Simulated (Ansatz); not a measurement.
System: methyl-bis(sulfanyl)borane, CH5BS2, charge 0, multiplicity 1. SMILES: CB(S)S
Coordinates optimised at B3LYP-D3(BJ)/def2-TZVP (Ansatz, an electronic-structure program):
```xyz
9

C     -1.8215    -0.1616    -0.5308
B     -0.3208    -0.0318    -0.0936
S      0.4834     1.5635     0.1837
S      0.6355    -1.5441     0.1401
H     -2.1488    -1.1948    -0.6545
H     -1.9895     0.3597    -1.4776
H     -2.4760     0.3123     0.2063
H     -0.5715     2.3475    -0.0990
H      1.8163    -1.0075     0.4964
```
Charge 0, spin multiplicity 1.

Wanted: vertical ionisation energy (to the doublet state of charge +1; each state is the SCF solution reached for its spin; the UHF <S^2> is 0.88 for the doublet (pure: 0.75); for the doublet the Hartree-Fock reference is unstable and T1 is 0.023), in eV. Cores are frozen in the correlated levels unless marked. UHF or UKS for open shells. No spin-orbit coupling. Non-relativistic.  The program attaches cautions to a run behind CCSD(T)/aug-cc-pV(T+d)Z: other roots.

| level | program | vertical ionisation energy (eV) |
|---|---|---|
| HF/aug-cc-pV(Q+d)Z | Ansatz | 8.89 |
| RI-HF/aug-cc-pV(T+d)Z | Ansatz | 8.89 |
| r2SCAN/def2-TZVPD | Ansatz | 9.35 |
| wB97X-V/def2-TZVPD | Ansatz | 9.70 |
| RI-MP2/aug-cc-pV(Q+d)Z | Ansatz | 9.97 |
| CCSD(T)/aug-cc-pV(T+d)Z | Ansatz | 9.67 |
